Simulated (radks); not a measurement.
Charge is removed step by step from the 4p level of Se3+, starting from [Ar] 3d10 4s2 4p1. Calculated with a radial shooting solver on a logarithmic mesh with Libxc functionals: scalar-relativistic Kohn-Sham, PBE, spin-unpolarised, spherical densities, finite nucleus; Fermi nuclear charge, rms radius 4.14 fm. At the starting occupation the eigenvalue is -36.415 eV. Estimate the energy to remove one whole electron from this level, the eigenvalue at the end, and how far E(n) bends from a straight line.

Answer. Delta-SCF 42.184 eV; final eigenvalue -48.073 eV; the deviation from the straight line is -1.457 eV at 0.5 electron removed, the largest on the grid computed. Slater's transition state (half an electron removed) gives 42.165 eV. Integrating minus the eigenvalue over the occupation (Janak's theorem) gives 42.191 eV. In this scalar-relativistic scheme the density is built from large components alone, so the theorem holds only approximately. The mean slope of the eigenvalue, de/dn, is 11.7 eV per electron. Ionisation energy of Se3+ in the NIST Atomic Spectra Database: 42.947 eV (measured).

Beside tabulated values, note that spin-unpolarised runs miss the spin-polarisation part of the exchange energy of open shells.
